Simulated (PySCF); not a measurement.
**Correlation energy of In(26+) (indium, charge +26)**

[Ar] 3d5, high-spin 6S determinant. Computed with PySCF 2.14 in an even-tempered Gaussian basis (19 s from 3.1 bohr⁻², ratio 2.5; 12 p from 4.1 bohr⁻², ratio 2.5; 8 d from 4.1 bohr⁻², ratio 2.5; 4 f from 17 bohr⁻², ratio 2.7; 3 g from 26 bohr⁻², ratio 2.7), with scalar relativity by spin-free X2C-1e. Frozen: [Ne]; 13 electrons correlated; the 31 highest virtual orbitals of each spin left out.

| level | correlation energy (mhartree) |
| --- | --- |
| CCSD | -496.87 |
| (T) | -1.49 |
| CCSD(T) | -498.36 |

Diagnostics: T1 = 0.00028, D1 = 0.0006, largest double amplitude 0.024.

Cost of the coupled-cluster step: roughly 4 core-minutes, for 13 correlated electrons.

Iterations:

```
CC2 = 0
CCSD nocc = (np.int64(9), np.int64(4)), nmo = (114, 114)
frozen orbitals [[0, 1, 2, 3, 4, 119, 120, 121, 122, 123, 124, 125, 126, 127, 128, 129, 130, 131, 132, 133, 134, 135, 136, 137, 138, 139, 140, 141, 142, 143, 144, 145, 146, 147, 148, 149], [0, 1, 2, 3, 4, 119, 120, 121, 122, 123, 124, 125, 126, 127, 128, 129, 130, 131, 132, 133, 134, 135, 136, 137, 138, 139, 140, 141, 142, 143, 144, 145, 146, 147, 148, 149]]
max_cycle = 100
direct = 0
conv_tol = 1e-08
conv_tol_normt = 1e-06
diis_space = 8
diis_start_cycle = 0
Init t2, MP2 energy = -0.49167713146759
Init E_corr(UCCSD) = -0.491677131467847
cycle = 1  E_corr(UCCSD) = -0.495746537178381  dE = -0.00406940571  norm(t1,t2) = 0.00515291
cycle = 2  E_corr(UCCSD) = -0.496716874232112  dE = -0.000970337054  norm(t1,t2) = 0.00102505
cycle = 3  E_corr(UCCSD) = -0.496869954614211  dE = -0.000153080382  norm(t1,t2) = 0.000225763
cycle = 4  E_corr(UCCSD) = -0.496867629404831  dE = 2.32520938e-06  norm(t1,t2) = 5.13626e-06
cycle = 5  E_corr(UCCSD) = -0.496867326486825  dE = 3.02918007e-07  norm(t1,t2) = 3.16992e-07
cycle = 6  E_corr(UCCSD) = -0.496867347334009  dE = -2.08471847e-08  norm(t1,t2) = 2.68983e-08
cycle = 7  E_corr(UCCSD) = -0.496867347327593  dE = 6.41636744e-12  norm(t1,t2) = 1.25643e-09
UCCSD converged
E(UCCSD) = -5471.840580069056  E_corr = -0.496867347327593
UCCSD(T) correction = -0.00149322896203731
```

At this charge the one-electron X2C treatment keeps the bare 1/r₁₂, with no two-electron picture change or Breit term. The effect here is smaller than on the frozen 1s shell; and a scalar Hamiltonian misses the large spin-orbit splitting of the p shells, which matters for ns² → np² pairs.
